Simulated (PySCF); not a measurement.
Start geometry of `[H]/N=C/[C@@H](CCC)N(C)C` from GFN2-xTB (Å):
```
atom  x, y, z in Å
C1     2.6517   -1.0381   -0.5080
C2     1.8555   -0.8368    0.7752
C3     1.1263    0.5053    0.8237
C4    -0.0152    0.6000   -0.1954
C5    -0.7540    1.9048   -0.0670
N6    -1.2554    2.4429   -1.0839
N7    -0.9324   -0.5374   -0.0791
C8    -1.8155   -0.4962    1.0696
C9    -1.6727   -0.7704   -1.3004
H10    3.3478   -0.2158   -0.6615
H11    3.2211   -1.9633   -0.4548
H12    1.9912   -1.0969   -1.3683
H13    1.1197   -1.6352    0.8737
H14    2.5361   -0.8919    1.6283
H15    1.8307    1.3160    0.6219
H16    0.7321    0.6575    1.8310
H17    0.4003    0.5533   -1.2051
H18   -0.8645    2.2850    0.9598
H19   -1.7925    3.2928   -0.9181
H20   -2.6399    0.2244    0.9622
H21   -2.2490   -1.4884    1.2024
H22   -1.2491   -0.2530    1.9654
H23   -0.9734   -0.9733   -2.1102
H24   -2.3079   -1.6447   -1.1630
H25   -2.3018    0.0837   -1.5891
```

**Question.** What comes out of this run: PBE0-D3(BJ)/def2-SVP geometry optimisation, gas phase in PySCF 2.14.0?

**Answer.** 
```
atom  x, y, z in Å
C1     2.8217   -0.9985   -0.6798
C2     2.2438   -0.5943    0.6672
C3     1.4702    0.7201    0.6431
C4     0.3262    0.7569   -0.3712
C5    -0.4352    2.0568   -0.2800
N6    -0.6201    2.7892   -1.2991
N7    -0.5426   -0.4105   -0.2730
C8    -1.2772   -0.5663    0.9571
C9    -1.3615   -0.6225   -1.4395
H10    3.4547   -0.2020   -1.1043
H11    3.4418   -1.9034   -0.5913
H12    2.0219   -1.2170   -1.4032
H13    1.5821   -1.3970    1.0305
H14    3.0563   -0.5034    1.4080
H15    2.1523    1.5528    0.3988
H16    1.0856    0.9407    1.6545
H17    0.7539    0.7407   -1.3863
H18   -0.8385    2.3061    0.7233
H19   -1.1797    3.6118   -1.0521
H20   -2.1287    0.1390    1.0762
H21   -1.6945   -1.5850    1.0069
H22   -0.6134   -0.4432    1.8252
H23   -0.7377   -0.5953   -2.3457
H24   -1.8350   -1.6158   -1.3825
H25   -2.1687    0.1307   -1.5695
```

The energy falls by 2.6 kcal/mol over 12 energy and gradient evaluations, the largest force component goes from 0.0226 to 3.8e-04 Eh/bohr, and the atoms move by 0.257 Å rms after alignment. Among the bonds, C5=N6, C1–H10, C1–H11 and C1–H12 change most and about equally (+0.013 to +0.014 Å). Bonds longer at the end by more than 0.005 Å: 17 of 24; shorter: 3. Among the angles that change most is C5–N6–H19, from 115.9° to 110.4°. Among the dihedrals that turn most is C3–C4–C5–N6, from 148° to 126°. Rotational constants go from 2034, 1108, 957.2 to 1872, 1167, 961.9 MHz. The orientation of the end geometry is arbitrary; only internal coordinates are fixed.

The run used 206 basis functions and 85 SCF cycles in all. Time: 4.3 min wall. Hardware: Arm Neoverse V2, one thread, no GPU (shared host).

Not checked by PBE0-D3(BJ)/def2-SVP frequencies. One conformer, not necessarily the lowest.
